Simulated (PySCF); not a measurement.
Simulated C 1s region for `C/N=C/[C@@H]1CN[SiH2]C1`, binding energy against the vacuum level.

Every computed line was given a Gaussian of 0.6 eV full width at half maximum and an area set by the number of equivalent atoms; the highest printed point is 100. Method: delta-SCF UKS SCAN, pcX-2 on the ionised atom, pcseg-1 elsewhere, spin-free X2C in PySCF 2.14.0.

| binding energy (eV) | intensity |
| --- | --- |
| 289.1 | 0 |
| 289.2 | 0 |
| 289.3 | 1 |
| 289.4 | 2 |
| 289.5 | 5 |
| 289.6 | 10 |
| 289.7 | 18 |
| 289.8 | 26 |
| 289.9 | 33 |
| 290.0 | 37 |
| 290.1 | 37 |
| 290.2 | 36 |
| 290.3 | 35 |
| 290.4 | 37 |
| 290.5 | 39 |
| 290.6 | 41 |
| 290.7 | 43 |
| 290.8 | 46 |
| 290.9 | 56 |
| 291.0 | 71 |
| 291.1 | 88 |
| 291.2 | 99 |
| 291.3 | 100 |
| 291.4 | 88 |
| 291.5 | 67 |
| 291.6 | 45 |
| 291.7 | 26 |
| 291.8 | 13 |
| 291.9 | 6 |
| 292.0 | 2 |
| 292.1 | 1 |
| 292.2 | 0 |

**Question.** How many maxima does the curve show, and how many computed lines lie under it?

**Answer.** The curve has 2 maxima (at 290.1 and 291.3 eV). Under it lie 5 lines from 5 inequivalent carbon sites. At this width some lines have no maximum of their own.

**Question.** Decompose the envelope and assign each component. Numbering: `[CH3:1]/[N:2]=[CH:3]/[C@@H:4]1[CH2:5][NH:6][SiH2:7][CH2:8]1`.

**Answer.** 
| position (eV) | relative area | line | atoms | environment |
| --- | --- | --- | --- | --- |
| 290.00 | 1 | C 1s | C8 | sp3 carbon bound to silicon |
| 290.59 | 1 | C 1s | C4 | sp3 CH carbon |
| 291.21 | 1 | C 1s | C3 | imine carbon |
| 291.22 | 1 | C 1s | C1 | N-methyl carbon |
| 291.36 | 1 | C 1s | C5 | sp3 carbon bound to nitrogen |

**Question.** What are the centre and the root-mean-square width of the whole band?

**Answer.** The area-weighted mean of the lines is 290.88 eV. Their own spread about it is 0.51 eV (rms) and each Gaussian has σ = 0.6/2.355 = 0.25 eV; the variances add, which gives 0.57 eV.

Lowest listed C 1s: C8, bonded to C, 2 H and Si. Highest, 1.36 eV above it: C5, bonded to N, C and 2 H. The values 291.21 and 291.22 eV lie too close for their order to be trusted.

No satellites, vibrations or lifetime broadening are included. One conformer (not necessarily the lowest) at the PBE0-D3(BJ)/def2-SVP geometry, without solvent, vibrations or thermal averaging.
